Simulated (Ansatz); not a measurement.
A nudged elastic band was laid between two geometries of BGeH$_{7}$SSeSi (12 atoms, charge 0, multiplicity 1).

Level of theory: RHF/def2-mTZVP (Ansatz).

| Item | Value |
| --- | --- |
| movable images | 5 |
| climbing image | yes |
| spring | 5.0 eV/Å² |
| optimiser | quadratic models (default) |
| start path | through a guess of the saddle point |
| force threshold | 0.05 eV/Å |
| iteration limit | 60 |
| end points | relaxed |

First end point:

```xyz
12
Properties=species:S:1:pos:R:3
B 0.824 1.896 1.357
S 0.326 0.364 2.149
Ge -0.774 -0.784 0.544
Si 0.699 -1.402 -1.259
Se -2.681 0.383 -0.260
H 0.569 2.128 0.226
H 1.427 2.667 2.016
H -1.358 -1.991 1.287
H 1.864 -2.118 -0.711
H 1.147 -0.183 -1.955
H -0.030 -2.273 -2.197
H -1.935 1.259 -1.163
```

Last end point:

```xyz
12
Properties=species:S:1:pos:R:3
B 1.005 1.893 1.437
S 0.210 0.477 2.211
Ge -0.789 -0.635 0.527
Si 0.729 -1.256 -1.238
Se -2.532 0.781 -0.272
H 1.588 2.625 2.156
H 0.954 2.080 0.273
H -1.403 -1.861 1.218
H 1.717 -2.216 -0.711
H 1.416 -0.063 -1.756
H -0.050 -1.890 -2.318
H -2.769 0.011 -1.494
```

**Question.** Which bonds break or form, and what moves?

**Answer.** No bond is made or broken. The dihedral H6–B1–S2–Ge3 goes from 0 to 179°.

**Question.** What energy profile does the band end with?

**Answer.** The forces met the threshold. The highest image is number 3 of 0 to 6, 55.1 kJ/mol above the first end and 51.9 kJ/mol above the last; the last end lies 3.3 kJ/mol above the first. A vibrational analysis at the climbing image gives 2 clearly imaginary modes (386i, 57i cm⁻¹): a point of higher order, so a lower path passes nearby.

```csv
image,path coordinate (Å),energy (kJ/mol),dihedral H6–B1–S2–Ge3 (°)
0,0.00,0.0,0
1,0.92,5.3,12
2,1.84,30.6,45
3,2.76,55.1,90
4,3.58,35.6,128
5,4.39,9.4,162
6,5.21,3.3,179
```

**Question.** What is the geometry of the highest image?

**Answer.** 
```xyz
12
Properties=species:S:1:pos:R:3
B 0.841 1.919 1.425
S 0.240 0.373 2.259
Ge -0.774 -0.698 0.569
Si 0.745 -1.304 -1.201
Se -2.537 0.665 -0.286
H 0.146 2.872 1.388
H 1.931 1.948 0.970
H -1.377 -1.913 1.282
H 1.789 -2.194 -0.667
H 1.355 -0.082 -1.752
H -0.013 -1.995 -2.261
H -2.267 0.356 -1.691
```

The band took 14 iterations and about 12 core-minutes.

Run time: 6.3 min on 2 threads of Arm Neoverse V1 (shared host), peak memory 0.55 GiB.
